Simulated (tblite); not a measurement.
Species: C6H14P2.
Cartesian coordinates in Å at the GFN2-xTB level; atoms count from 1:
```
atom  x, y, z in Å
C1     2.9482    0.7724    0.9731
C2     2.0182   -0.1717    1.0315
C3     1.4737   -0.8657   -0.1548
P4    -0.2382   -0.1592   -0.6745
C5    -1.0793   -0.2852   -2.1571
P6    -0.0163    1.9107   -0.0673
C7    -1.2996   -0.8966    0.6350
C8    -2.6188   -0.1448    0.7180
H9     3.2992    1.2799    1.8548
H10    3.4031    1.0617    0.0389
H11    1.5947   -0.4518    1.9874
H12    2.1246   -0.7375   -1.0250
H13    1.3206   -1.9346    0.0182
H14   -1.2728   -1.3238   -2.4164
H15   -0.5603    0.2352   -2.9600
H16    0.9842    2.1177   -1.0124
H17   -1.0196    2.2805   -0.9549
H18   -1.4710   -1.9436    0.3672
H19   -0.7695   -0.8642    1.5902
H20   -2.4430    0.8904    1.0154
H21   -3.2827   -0.6060    1.4466
H22   -3.1056   -0.1444   -0.2547
```

Computed with GFN2-xTB (tblite): harmonic, unscaled wavenumbers at the GFN2-xTB geometry, gas phase. Errors from tens to a few hundred cm⁻¹ against measured bands are possible. Modes of hydrogen on phosphorus can be 10 to 20 % off. One conformer, not necessarily the lowest.

Harmonic wavenumbers (cm⁻¹): 41.5, 65.3, 93.9, 129.1, 155.1, 172.7, 203.2, 208.4, 221.1, 251.4, 268.0, 323.2, 354.4, 414.7, 472.5, 554.4, 678.8, 686.0, 707.9, 720.2, 731.0, 764.8, 793.9, 874.3, 896.1, 950.9, 964.6, 992.7, 1000.6, 1007.9, 1033.2, 1072.1, 1102.5, 1146.2, 1182.7, 1214.9, 1249.9, 1290.6, 1392.4, 1398.9, 1400.7, 1427.8, 1437.2, 1482.8, 1488.0, 1675.6, 2284.9, 2341.2, 2932.5, 2936.1, 2939.7, 2949.6, 2959.3, 2976.8, 2987.2, 3023.0, 3035.8, 3053.0, 3091.0, 3129.7.

A = 1861, B = 1003, C = 944.1 MHz; mass 148.057 u (most abundant isotopes); point group C1, symmetry number 1.

Problem. Zero-point energy?

Solution. Half the sum of the wavenumbers: 38667 cm⁻¹ = 110.56 kcal/mol.

Problem. What is S at 298.15 K and 1 bar for an ideal gas of classical rigid rotors and harmonic oscillators?

Solution. Translation 40.91, rotation 29.59, vibration 38.37: S = 108.9 cal/(mol K).

Problem. And Cp and H(298.15 K) − H(0)?

Solution. Cp = 46.71 cal/(mol K), of which vibrations give 38.76 (their classical limit is 60 R = 119.2); H(298.15 K) − H(0) = 8.41 kcal/mol without the zero-point energy, 6.04 from vibrations.

Problem. How do the functions run with temperature in this model?

Solution. 
| T (K) | S (cal/(mol K)) | Cp (cal/(mol K)) | H − H(0) (kcal/mol) | G − H(0) (kcal/mol) | ln q(vib) |
| --- | --- | --- | --- | --- | --- |
| 50 | 60.2 | 14.5 | 0.53 | -2.48 | 0.65 |
| 100 | 72.9 | 22.9 | 1.47 | -5.82 | 2.18 |
| 373.15 | 120.3 | 55.1 | 12.23 | -32.65 | 11.65 |
| 500 | 138.2 | 67.2 | 20.02 | -49.06 | 15.83 |
| 750 | 168.9 | 84.2 | 39.10 | -87.55 | 23.57 |
| 1000 | 194.7 | 95.5 | 61.65 | -133.09 | 30.65 |

q(vib) and H(0) count from the zero-point level.

Problem. Which modes carry the vibrational entropy at 298.15 K?

Solution. 41.5 cm⁻¹: 5.19; 65.3 cm⁻¹: 4.29; 93.9 cm⁻¹: 3.58; 129.1 cm⁻¹: 2.96; 155.1 cm⁻¹: 2.61; 172.7 cm⁻¹: 2.41 cal/(mol K); the other 54 give 17.34 together.

Problem. What must be added to the electronic energy to get the Gibbs energy at 298.15 K and 1 bar?

Solution. ZPE + [H(298.15 K) − H(0)] − T·S = 110.56 + 8.41 − 32.46 = 86.51 kcal/mol.

Hindered rotation and anharmonicity are outside this model. Other conformers, if any are populated, would add a mixing term that is left out. The structure is chiral; the term R ln 2 for an equal mix with its mirror image is left out.

On an Arm Neoverse N1 with one thread, shared host with 64 logical CPUs at a one-minute load of 29, this took 1.7 s. The figure is for the frequency step alone.
